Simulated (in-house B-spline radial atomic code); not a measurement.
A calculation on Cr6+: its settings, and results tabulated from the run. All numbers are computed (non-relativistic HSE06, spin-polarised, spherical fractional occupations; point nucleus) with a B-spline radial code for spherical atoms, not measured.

Command:
```bash
python run_scf.py task.json out
```
Settings:
```
Z                24
configuration    [Ne] 3s2 3p6
hamiltonian      nr
method           hse06
spin_polarised   True
```

Output (hartree, bohr):
```
 radial grid: 44 intervals, B-splines of order 8, outer radius 10.2985 bohr

 iter        energy (Eh)    residual
    1       -1028.535515    5.30e-01
    2       -1033.931537    1.78e-01
    3       -1034.412008    6.46e-02
    4       -1034.474144    2.36e-02
    5       -1034.482132    6.64e-03
    6       -1034.482954    1.95e-04
    7       -1034.482954    7.58e-06
    8       -1034.482954    3.78e-08

 total energy                     -1034.48295
 kinetic                            1033.7798
 electron-nucleus                  -2381.8759
 Hartree                             358.6295
 exact exchange                      -10.8201
 exchange-correlation                -34.1963

 orbital      occ     eigenvalue          <r>       <r^2>       <1/r>       r_max
 1s up      1.000      -220.0939    0.0641851  0.00552659     23.5222     0.04224
 1s down    1.000      -220.0939    0.0641851  0.00552659     23.5222     0.04224
 2s up      1.000       -29.0297     0.295163    0.102781     4.99175      0.2458
 2s down    1.000       -29.0297     0.295163    0.102781     4.99175      0.2458
 2p up      3.000       -25.2726      0.26048   0.0833323     4.92655       0.199
 2p down    3.000       -25.2726      0.26048   0.0833323     4.92655       0.199
 3s up      1.000        -6.6875     0.851595     0.82812     1.65357        0.76
 3s down    1.000        -6.6875     0.851595     0.82812     1.65357        0.76
 3p up      3.000        -5.5608     0.874811    0.886322     1.55841      0.7656
 3p down    3.000        -5.5608     0.874811    0.886322     1.55841      0.7656
```

Cost of the run: 0.25 s on 1 thread of Arm Neoverse V1, with other jobs on the host.
